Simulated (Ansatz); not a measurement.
Reaction (ligand exchange at the Sn–N bond): `C=[N][SnH]([CH3])[OH]` + HBr → `[CH3][SnH]([OH])[Br]` + `C=N`

Isolated molecules relaxed with PBE0-D4/def2-TZVP in Ansatz; ΔE leaves out vibrations. CBS: MP2 limit from def2 TZ/QZ plus the TZ coupled-cluster correction, frozen cores. This one scheme is used for every species. Functionals use def2-TZVPP. def2 core potentials past Kr. For Br, Sn outer-core shells are correlated without core-valence functions, which leaves a few kJ/mol of doubt a bond. Scalar relativity is left out up to krypton. Each species was taken in one conformer, which may not be the lowest.

Question: Is it downhill or uphill in electronic energy at CCSD(T)/CBS, and by how much? (An estimate is asked.)

Answer: Ansatz gave: Downhill: ΔE = -117.4 kJ/mol.

Question: What do these levels give: PBE-D4, ωB97X-V, B2PLYP, PBE, HF/def2-TZVPP, CCSD(T)/def2-TZVPP? (An estimate is asked.)

Answer: The calculation gave: PBE-D4 -114.5, ωB97X-V -117.8, B2PLYP -116.8, PBE -116.6, HF/def2-TZVPP -135.9, CCSD(T)/def2-TZVPP -110.3 kJ/mol.

Largest T1 diagnostic among the species: 0.014.

The D4 term adds +3.1 kJ/mol with B3LYP and +1.8 kJ/mol with PBE0; it sums over pairs of atoms, weighted by their polarisabilities, and B3LYP, whose exchange is more repulsive, gets the larger term. In def2-TZVPP, CCSD(T) changes the Hartree–Fock value by +25.6 kJ/mol (the triples alone add +3.7 kJ/mol) and MP2 by +24.5 kJ/mol.

B3LYP here is the variant with VWN-RPA as its local correlation; programs differ in this.
